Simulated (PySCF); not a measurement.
SMILES F[Si](F)(F)c1ccccc1 (C6H5F3Si) (GFN2-xTB optimised geometry):

```
15

F     -1.583    -2.526    -1.450
Si    -1.340    -1.893    -0.012
F     -2.799    -1.771     0.602
F     -0.644    -3.065     0.802
C     -0.385    -0.293     0.000
C     -1.047     0.937     0.001
C     -0.338     2.124     0.001
C      1.047     2.105     0.000
C      1.720     0.894     0.000
C      1.011    -0.293     0.000
H     -2.127     0.960     0.006
H     -0.866     3.065     0.003
H      1.601     3.032     0.000
H      2.799     0.875     0.001
H      1.543    -1.233     0.003
```

Computed with PBE0/def2-TZVP (PySCF).

Task: What are the frontier orbital energies and the dipole moment?

Result: HOMO-2 -9.80 eV, HOMO-1 -8.11 eV, HOMO -7.96 eV, LUMO -1.33 eV, LUMO+1 -0.81 eV; dipole moment 3.81 D.

Meta-Löwdin charges at PBE0/def2-TZVP: F1 -0.49, Si2 1.64, F3 -0.49, F4 -0.49, C5 -0.29, C6 -0.10, C7 -0.12, C8 -0.10, C9 -0.12, C10 -0.10, H11 0.13, H12 0.13, H13 0.13, H14 0.13, H15 0.13.
